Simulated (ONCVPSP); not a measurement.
## Cr (Z = 24) ONCV: all-electron and pseudo phase curves

chromium (Cr), optimised norm-conserving Vanderbilt (ONCV), made with ONCVPSP 4.0.1 (LDA (Perdew-Wang 92), scalar-relativistic). Core [Ne] 3s2, reference 3p6 3d5.5 4s0.5. Waves: 4s: rc 2.30 bohr, ncon 4, nbas 7, qcut 3.5 1/bohr, 2 projectors, debl 3.1 Ha; 3p: rc 1.20 bohr, ncon 4, nbas 7, qcut 10.7 1/bohr, 2 projectors, debl 3.8 Ha; 3d: rc 1.20 bohr, ncon 3, nbas 8, qcut 15 1/bohr, local. Local part: the d channel. Core correction: Teter function fitted to the true core (icmod 2), fcfact 0.2.

The phase is arctan(r·R′/R) of the radial function R(r), unwrapped; energies in Ha, scanned from -3 to 5 Ha. A pole is an energy at which the radial function vanishes at the test radius. The pseudo phase is shifted by a multiple of π to meet the all-electron one at the reference energy, and phase errors are pseudo minus all-electron; the curves can meet again beyond the range given. Levels narrower than the energy grid can be missing from the lists of poles. Where the grid stepped over a known ghost or core level, its pole and its step of π were put in at the level’s energy.

Task: For each channel, where are the poles, and over which energies does the pseudopotential scatter like the atom?

Result:

```json
{"channel": "s", "radius (bohr)": "2.34", "reference energy (Ha)": "-0.14", "poles, all-electron": "-2.64, 1.60", "poles, pseudo": "1.58, 4.14", "unbroken range about the reference energy with phases within 0.05 rad": "-2.5 to 3.4", "phase error 1 Ha above the reference energy (rad)": "-0.004"}
{"channel": "p", "radius (bohr)": "1.22", "reference energy (Ha)": "-1.62", "poles, all-electron": "0.20", "poles, pseudo": "-1.84, 0.23", "unbroken range about the reference energy with phases within 0.05 rad": "-1.8 to 4.8", "phase error 1 Ha above the reference energy (rad)": "+0.004"}
{"channel": "d", "radius (bohr)": "1.22", "reference energy (Ha)": "-0.08", "poles, all-electron": "1.74", "poles, pseudo": "1.83", "unbroken range about the reference energy with phases within 0.05 rad": "below 3.3", "phase error 1 Ha above the reference energy (rad)": "+0.006"}
```

Note: ghosts flagged at negative energy: s at -306.2 eV, p at -50.1 eV; GHOST(+) flagged for s at 110.7 eV. A true bound ghost makes a file unfit for plane-wave use.

Phases in the s channel:

```tsv
E (Ha)	all-electron	pseudo
-2.98	1.308	-1.802
-2.76	1.208	-1.815
-2.54	-1.755	-1.830
-2.32	-1.818	-1.848
-2.10	-1.850	-1.870
-1.88	-1.882	-1.897
-1.66	-1.919	-1.931
-1.44	-1.966	-1.976
-1.22	-2.030	-2.039
-1.00	-2.123	-2.132
-0.78	-2.273	-2.280
-0.56	-2.535	-2.540
-0.34	-3.003	-3.005
-0.12	-3.610	-3.610
0.10	-4.049	-4.050
0.32	-4.293	-4.296
0.54	-4.436	-4.439
0.76	-4.527	-4.531
0.98	-4.592	-4.596
1.20	-4.642	-4.646
1.42	-4.683	-4.687
1.64	-4.718	-4.722
1.86	-4.751	-4.755
2.08	-4.784	-4.787
2.30	-4.819	-4.822
2.52	-4.859	-4.861
2.74	-4.908	-4.909
2.96	-4.975	-4.975
3.18	-5.076	-5.080
3.40	-5.256	-5.290
3.62	-5.637	-5.921
3.84	-6.402	-7.190
4.06	-7.066	-7.732
4.28	-7.369	-8.110
4.50	-7.517	-9.038
4.72	-7.603	-10.222
4.94	-7.659	-10.559
```
